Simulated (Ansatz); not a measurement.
**Abstraction of Cl: SbH2Cl + CH2F → SbH2 + CH2ClF**

Gas-phase species: SbH2Cl `[Cl][SbH2]`, singlet; CH2F `[CH2]F`, doublet; SbH2 `[SbH2]`, doublet; CH2ClF (chlorofluoromethane) `FCCl`, singlet. A radical takes Cl: the energy is the difference in strength between the Sb–Cl bond broken and the C–Cl bond made.

Shapes, held fixed at every level: PBE0-D4/def2-TZVP. Programs: Ansatz 0.2.0. The zero-point and thermal change to 298 K, harmonic and unscaled (PBE0-D4/def2-TZVP), is +6.4 kJ/mol.

| level | kind | ΔH(298 K) (kJ/mol) | less CCSD(T)/def2-TZVPP |
| --- | --- | --- | --- |
| HF/def2-TZVPP | Hartree–Fock | -19.2 | +24.9 |
| PBE-D4/def2-TZVPP | GGA | -33.6 | +10.5 |
| r2SCAN-D4/def2-TZVPP | meta-GGA | -27.3 | +16.8 |
| B3LYP-D4/def2-TZVPP | global hybrid | -27.0 | +17.1 |
| BHLYP-D4/def2-TZVPP | global hybrid | -25.8 | +18.3 |
| B2PLYP/def2-TZVPP | double hybrid | -34.6 | +9.5 |
| CCSD(T)/def2-SVP | coupled cluster or CI | -56.4 | -12.3 |
| CCSD(T)/def2-TZVPP | coupled cluster or CI | -44.1 | 0.0 |

The highest level, CCSD(T)/def2-TZVPP, gives ΔH(298 K) = -44.1 kJ/mol; the levels span -56.4 to -19.2. The column of differences is taken from that level and isn't an error. No measured value is set beside it here. Open shells run unrestricted. For atoms past krypton def2 sets carry core potentials with scalar relativity. Outer-core shells of Sb are correlated, in sets that cover them unevenly.
